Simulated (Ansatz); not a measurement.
The free V atom, lowest solution found in each spin (singlets restricted, other states unrestricted); no spin–orbit coupling, and no relativity up to Kr.

Correlated levels freeze the inner cores; with def2 sets outer-core shells near the valence are correlated too.

Programs: Ansatz (Gaussian basis) for Hartree–Fock, density functionals and correlated methods. Values without a source in brackets are computed.

Question: One of these levels gives -0.83 kcal/mol for the energy of multiplicity 6 less that of multiplicity 4. Which?
A) B97M-V/def2-TZVPP
B) CAM-B3LYP/def2-TZVPP
C) PBE0/def2-SVP
D) CCSD/def2-TZVPP

Answer: C, PBE0/def2-SVP. The others give -14.92 (B97M-V/def2-TZVPP), -2.74 (CAM-B3LYP/def2-TZVPP), 3.04 (CCSD/def2-TZVPP)

Doubts at one or more of the structures used: a spin-contaminated determinant (B97M-V/def2-TZVPP, CAM-B3LYP/def2-TZVPP).

Ansatz is a program for electronic structure.
